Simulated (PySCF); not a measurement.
C2H6Mg, singlet, at a GFN2-xTB geometry (such geometries of metal compounds can be far from the true shape). Base run: HF/6-31G*, TDA (PySCF).

Here is a job for PySCF.
```python
from pyscf import gto, scf, tdscf

mol = gto.Mole()
mol.atom = '''
    Mg    0.43161452   -0.02339193    0.51894109
    C     1.17818512    0.22536579   -1.45573388
    H     1.82253133   -0.58622096   -1.79752659
    H     1.71085943    1.16343566   -1.61994181
    H     0.28594640    0.23246715   -2.08733916
    C    -1.65460489   -0.19950906    0.88440343
    H    -2.01301754   -1.08827745    0.35880852
    H    -2.13750358    0.66808801    0.42739192
    H    -1.98967165   -0.26392949    1.91929660
'''
mol.basis = '6-31g*'
mol.verbose = 4
mol.build()

mf = scf.RHF(mol)
mf.kernel()
td = mf.TDA()
td.nstates = 5
td.kernel()
td.analyze()
```

Variants of this job, named by their change:

| change | first excitation (eV) | oscillator strength of the first | second (eV) | core-seconds (rough) |
|---|---|---|---|---|
| base | 4.30 | 0.089 | 5.39 | 4 |
| functional = pbe | 3.48 | 0.100 | 4.15 | 10 |
| basis = 6-31+G* | 4.25 | 0.102 | 5.36 | 5 |
| functional = lc_wpbe | 4.25 | 0.082 | 5.14 | 50 |
| functional = b3lyp | 3.61 | 0.103 | 4.40 | 20 |
| response = full linear response | 4.21 | 0.086 | 5.37 | 10 |
| nstates = 2 | 4.30 | 0.089 | 5.39 | 2 |
| functional = camb3lyp | 3.84 | 0.095 | 4.66 | 40 |
| conv_tol = 1e-3 | 4.30 | 0.089 | 5.39 | 3 |
| basis = cc-pVDZ | 4.29 | 0.092 | 5.41 | 9 |

An iterative solver can miss low states, so a row lists the states that it found.
